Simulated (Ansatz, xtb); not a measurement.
**C2H6FNSi2: 4 structures ranked**

4 gas-phase structures of C2H6FNSi2, from a drawn sample of its isomers (lower ones may exist). Each was relaxed with GFN2-xTB; where two conformers were screened, the lower at r2SCAN-D4/def2-SVP is listed:

A. `N#CC[SiH2][SiH2]F`, a singlet
B. `C#C[SiH2]N[SiH2]F`, a singlet
C. `N#C[SiH2]C[SiH2]F`, a singlet
D. `N#CC[Si@H](F)[SiH3]`, a singlet

Q: Estimate their order in r2SCAN-D4/def2-SVP energy at these geometries, lowest first.

A: Calculated order at r2SCAN-D4/def2-SVP: C (0.0), B (10.3), D (12.5), A (16.0) kcal/mol.

Energies above the lowest of each column, in kcal/mol; the last columns are at PBE-D3(BJ)/def2-SVP geometries:

```json
{"structure": "C", "GFN2-xTB": "19.3", "HF/STO-3G": "0.0", "r2SCAN-D4/def2-SVP": "0.0", "PBE-D3(BJ)/def2-SVP": "0.0", "CCSD(T)/def2-SVP + ΔMP2/def2-TZVPP": "0.0"}
{"structure": "B", "GFN2-xTB": "0.0", "HF/STO-3G": "37.9", "r2SCAN-D4/def2-SVP": "10.3", "PBE-D3(BJ)/def2-SVP": "9.6", "CCSD(T)/def2-SVP + ΔMP2/def2-TZVPP": "3.2"}
{"structure": "D", "GFN2-xTB": "16.1", "HF/STO-3G": "15.0", "r2SCAN-D4/def2-SVP": "12.5", "PBE-D3(BJ)/def2-SVP": "8.4", "CCSD(T)/def2-SVP + ΔMP2/def2-TZVPP": "16.0"}
{"structure": "A", "GFN2-xTB": "14.6", "HF/STO-3G": "17.6", "r2SCAN-D4/def2-SVP": "16.0", "PBE-D3(BJ)/def2-SVP": "11.2", "CCSD(T)/def2-SVP + ΔMP2/def2-TZVPP": "18.3"}
```

CCSD(T)/def2-SVP + ΔMP2/def2-TZVPP puts C lowest; GFN2-xTB picks B. Flexible structures stand in one conformer each, not always the lowest. The ΔMP2 step shifts differences by up to 8.3 kcal/mol, which makes them less sure. ΔMP2 is the change of the MP2 energy from the smaller to the larger basis.

Over these structures GFN2-xTB departs from r2SCAN-D4/def2-SVP by 8.6 kcal/mol on average once a common shift is removed. A GFN2-xTB relaxation took about 0.17 s and the r2SCAN-D4/def2-SVP energy about 2.4 s on a shared host (Ansatz 0.2.0, xtb 6.7.1).
